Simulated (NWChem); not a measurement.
Molecule: CH3CrFOS; SMILES [CH3][Cr](=[O])([F])=[S]

Not confirmed as a minimum by frequencies.

Task: Give the equilibrium geometry at PBE0/def2-SVP (NWChem) as a Z-matrix, with the point group.

Result: point group C1; any orientation.
```
Cr
O 1 1.5238
F 1 1.6906 2 116.16
S 1 1.9693 2 110.33 3 133.48
C 1 1.9709 2 102.68 3 -118.46
H 5 1.0959 1 112.11 2 -55.09
H 5 1.0987 6 111.93 1 119.27
H 5 1.1017 6 111.47 7 126.84
```
